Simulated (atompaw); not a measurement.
## What one change does to a pseudopotential (tin (Sn), PAW (atompaw))

* Element: tin
* Generator: atompaw 4.2.0.5
* Type: PAW
* Functional: PBE
* Relativity: scalar-relativistic
* Frozen core: [Kr]
* Valence charge: 14
* Reference configuration: 4d10 5s2 5p2
* Partial waves: 5s (bound): rc 2.90 bohr; 5s channel at -0.4 Ry: rc 2.90 bohr; 5p (bound): rc 2.90 bohr; 5p channel at 0.3 Ry: rc 2.90 bohr; 4d (bound): rc 0.90 bohr; 4d channel at -1.25 Ry: rc 0.90 bohr
* Local potential: bessel scheme, radius 2.80 bohr
* Core correction: smooth core density matched at 1.60 bohr
* Augmentation charge: besselshape compensation charge, radius 2.55 bohr; PAW radius 2.90 bohr; waves and projectors: custom rrkj vanderbiltortho

Change: local potential ultrasoft scheme with l = 3 at -0.5 Ry, radius 2.80 bohr.

Cutoffs: the cutoffs (Ry, on a coarse ladder) from which the occupation-weighted sum of valence levels, in a spherical-Bessel basis at the reference potential, stays within 10 and 1 mRy of its value at 400 Ry; they do not see the model core or the augmentation charge, which bear on the density cutoff.

**Question.** What does the change do?

**Answer.** The potential gets neither clearly harder nor softer (140 Ry and 260 Ry → 140 Ry and 260 Ry); the range in which the d phases agree narrows (upper end 4.4 → 0.8); neither file shows a bound ghost.

```tsv
quantity	base	changed
cutoff, loose	140 Ry	140 Ry
cutoff, tight	260 Ry	260 Ry
bound ghosts	none	none
s: phases at 2.91 bohr within 0.05 rad from the reference energy up to (Ry; the scan ends near 5)	1.8	1.7
p: phases at 2.91 bohr within 0.05 rad from the reference energy up to (Ry; the scan ends near 5)	3.0	3.0
d: phases at 2.91 bohr within 0.05 rad from the reference energy up to (Ry; the scan ends near 5)	4.4	0.8
lowest overlap eigenvalue by channel	s 0.40, p 0.67, d 0.96	s 0.35, p 0.63, d 0.97
```

 The cutoffs see the waves, projectors and local potential, not the compensation charge or the core.
